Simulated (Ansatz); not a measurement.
Relaxation of CH$_{6}$Al$_{2}$O (10 atoms, charge 0, multiplicity 1), to a largest force component of 0.015 eV/Å in at most 40 steps.

Level of theory: RHF/def2-SVP in Ansatz 0.2.0.

```xyz
10
Properties=species:S:1:pos:R:3
Al -0.961 1.930 0.284
C 0.205 0.406 0.103
O -0.593 -0.722 -0.224
Al 0.623 -2.189 -0.378
H -1.091 2.768 1.634
H -1.904 2.441 -0.972
H 0.961 0.645 -0.702
H 0.764 0.305 1.076
H 0.999 -2.982 0.873
H 1.323 -2.441 -1.807
```

Q: Where does it end, and by what steps?

A: The forces met the threshold. After 26 steps the energy has fallen by 1.281 eV; H9 moved furthest, 2.09 Å. Joined: Al1–O3 (2.72 → 1.92 Å).

```json
{"step": "0", "energy less start (eV)": "0.0000", "largest force component (eV/Å)": "2.564", "accepted": "yes"}
{"step": "1", "energy less start (eV)": "-0.4346", "largest force component (eV/Å)": "1.500", "accepted": "yes"}
{"step": "2", "energy less start (eV)": "-0.5653", "largest force component (eV/Å)": "0.561", "accepted": "yes"}
{"step": "3", "energy less start (eV)": "-0.6556", "largest force component (eV/Å)": "0.300", "accepted": "yes"}
{"step": "4", "energy less start (eV)": "-0.7114", "largest force component (eV/Å)": "0.309", "accepted": "yes"}
{"step": "5", "energy less start (eV)": "-0.7718", "largest force component (eV/Å)": "0.336", "accepted": "yes"}
{"step": "6", "energy less start (eV)": "-0.8352", "largest force component (eV/Å)": "0.557", "accepted": "yes"}
{"step": "7", "energy less start (eV)": "-0.9017", "largest force component (eV/Å)": "0.485", "accepted": "yes"}
{"step": "8", "energy less start (eV)": "-1.0217", "largest force component (eV/Å)": "0.521", "accepted": "yes"}
{"step": "9", "energy less start (eV)": "-1.1483", "largest force component (eV/Å)": "0.514", "accepted": "yes"}
{"step": "10", "energy less start (eV)": "-1.1607", "largest force component (eV/Å)": "0.381", "accepted": "yes"}
{"step": "11", "energy less start (eV)": "-1.1860", "largest force component (eV/Å)": "0.282", "accepted": "yes"}
{"step": "12", "energy less start (eV)": "-1.2133", "largest force component (eV/Å)": "0.196", "accepted": "yes"}
{"step": "13", "energy less start (eV)": "-1.2301", "largest force component (eV/Å)": "0.396", "accepted": "yes"}
{"step": "14", "energy less start (eV)": "-1.2393", "largest force component (eV/Å)": "0.314", "accepted": "yes"}
{"step": "15", "energy less start (eV)": "-1.2371", "largest force component (eV/Å)": "0.354", "accepted": "no"}
{"step": "16", "energy less start (eV)": "-1.2549", "largest force component (eV/Å)": "0.079", "accepted": "yes"}
{"step": "17", "energy less start (eV)": "-1.2614", "largest force component (eV/Å)": "0.047", "accepted": "yes"}
{"step": "18", "energy less start (eV)": "-1.2688", "largest force component (eV/Å)": "0.067", "accepted": "yes"}
{"step": "19", "energy less start (eV)": "-1.2735", "largest force component (eV/Å)": "0.194", "accepted": "yes"}
{"step": "20", "energy less start (eV)": "-1.2677", "largest force component (eV/Å)": "0.386", "accepted": "no"}
{"step": "21", "energy less start (eV)": "-1.2779", "largest force component (eV/Å)": "0.041", "accepted": "yes"}
{"step": "22", "energy less start (eV)": "-1.2786", "largest force component (eV/Å)": "0.135", "accepted": "yes"}
{"step": "23", "energy less start (eV)": "-1.2758", "largest force component (eV/Å)": "0.215", "accepted": "no"}
{"step": "24", "energy less start (eV)": "-1.2803", "largest force component (eV/Å)": "0.025", "accepted": "yes"}
{"step": "25", "energy less start (eV)": "-1.2805", "largest force component (eV/Å)": "0.024", "accepted": "yes"}
{"step": "26", "energy less start (eV)": "-1.2806", "largest force component (eV/Å)": "0.011", "accepted": "yes"}
```

```xyz
10
Properties=species:S:1:pos:R:3
Al -1.000 1.361 0.376
C 0.839 1.009 -0.179
O -0.006 -0.233 -0.016
Al 0.278 -1.922 -0.210
H -1.329 1.502 1.919
H -2.095 1.676 -0.724
H 1.183 1.057 -1.210
H 1.680 0.945 0.507
H -0.935 -2.868 0.089
H 1.712 -2.365 -0.667
```

The run took 83 s on 1 thread of Arm Neoverse N1, with other jobs on the host, peak memory 0.18 GiB.
